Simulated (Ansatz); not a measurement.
Single points on the cluster Sr₆S₅.

```yaml
crystal:
  periodic: [false, false, false]
  atoms:
    - {symbol: Sr, position_ang: [-3.161125, -2.179179, 3.145695]}
    - {symbol: Sr, position_ang: [-2.687626, 1.855344, 2.499748]}
    - {symbol: Sr, position_ang: [-1.939082, 3.575813, -1.075730]}
    - {symbol: Sr, position_ang: [0.466887, 0.864371, 0.181942]}
    - {symbol: Sr, position_ang: [-6.637005, 1.715315, 1.307385]}
    - {symbol: Sr, position_ang: [-3.393699, -0.143010, -0.452946]}
    - {symbol: S, position_ang: [-1.268892, 1.026536, -2.000637]}
    - {symbol: S, position_ang: [-1.354190, -0.674945, 1.655182]}
    - {symbol: S, position_ang: [-0.483162, 3.247892, 1.285173]}
    - {symbol: S, position_ang: [-4.297104, 2.641739, 0.117575]}
    - {symbol: S, position_ang: [-4.962503, -0.288275, 2.227813]}
basis:
  gaussian: {orbitals: def2-TZVP, initial_orbitals: start.molden}
hamiltonian: {xc: lda}
scf: {omitted_lower_state_checks: [starts]}
output: {orbitals: {seedname: orbitals}}
```

The file start.molden holds the orbitals of an earlier run on this structure, at another level or in another basis.

```sh
$ ansatz run in.yaml --threads 4 --pin off --events-out ev --progress --plain --max-ram 6963MiB
```

It prints (some lines left out):

```
Functional definition: SPW92
3183 factors; their error is unknown
mean field evaluation 1: about -59009.7931 eV, gradient 3.4e1 eV
mean field evaluation 2: about -59010.5936 eV, gradient 1.2e0 eV
mean field evaluation 4: about -59010.5961 eV, gradient 5.9e-2 eV
mean field evaluation 8: about -59010.5962 eV, gradient 2.1e-5 eV
mean field -59010.59616792 eV, -2168.5994103524 hartree, gradient 2.1e-5 eV, S^2 0.000000; 0 other end points of the search recorded, 0 dependent functions left out
reference -59010.59622504 eV, -2168.5994124515 hartree; 70, 70 occupied and 313, 313 virtual orbitals, 3183 factors
Total energy: -59010.59622504 eV, -2168.5994124515 hartree
Checks for a lower state left out: starts
```

It took 26 s on 4 threads of Intel Xeon on a shared host, peak host memory 1.4 GiB.

Geometry: PBE-D4/def2-SVP.

In the def2 sets Sr takes a core potential; there is no spin–orbit coupling. The restricted singlet is unstable towards broken spin symmetry in Hartree–Fock (as tested in another run); at LDA (SPW92)/def2-TZVP this wasn't settled. The order of the spin states hangs on the level: the triplet lies 0.22 eV below the singlet at PBE0-D4/def2-TZVP, but 0.13 eV above it at LDA (SPW92)/def2-TZVP. The structure comes from a short search, and lower isomers may exist.
